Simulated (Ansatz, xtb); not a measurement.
**Isomers of H8N2SSi2 in order of energy**

3 gas-phase structures of H8N2SSi2, from a drawn sample of its isomers (lower ones may exist). Each was relaxed with GFN2-xTB; where two conformers were screened, the lower at r2SCAN-D4/def2-SVP is listed:

A. `N[SiH2]N([SiH3])S`, a singlet
B. `N[Si@@H](S)N[SiH3]`, a singlet
C. `N[SiH2]N[SiH2]S`, a singlet

**Question.** Make a reasoned guess at their ranking by r2SCAN-D4/def2-SVP single-point energy.

**Answer.** Calculated order at r2SCAN-D4/def2-SVP: B (0.000), C (0.159), A (1.837) eV.

Energies above the lowest of each column, in eV; the last columns are at B3LYP-D3(BJ)/def2-SVP geometries:

```json
{"structure": "B", "GFN2-xTB": "0.081", "HF/STO-3G": "0.000", "r2SCAN-D4/def2-SVP": "0.000", "B3LYP-D3(BJ)/def2-SVP": "0.000", "CCSD(T)/def2-SVP + ΔMP2/def2-TZVPP": "0.000"}
{"structure": "C", "GFN2-xTB": "0.000", "HF/STO-3G": "0.111", "r2SCAN-D4/def2-SVP": "0.159", "B3LYP-D3(BJ)/def2-SVP": "0.051", "CCSD(T)/def2-SVP + ΔMP2/def2-TZVPP": "0.036"}
{"structure": "A", "GFN2-xTB": "1.144", "HF/STO-3G": "1.302", "r2SCAN-D4/def2-SVP": "1.837", "B3LYP-D3(BJ)/def2-SVP": "1.654", "CCSD(T)/def2-SVP + ΔMP2/def2-TZVPP": "1.716"}
```

CCSD(T)/def2-SVP + ΔMP2/def2-TZVPP has B and C within 1 kcal/mol of each other at the bottom, and every level picks one of them. Flexible structures stand in one conformer each, not always the lowest. ΔMP2 is the change of the MP2 energy from the smaller to the larger basis.

Programs: Ansatz 0.2.0, xtb 6.7.1.
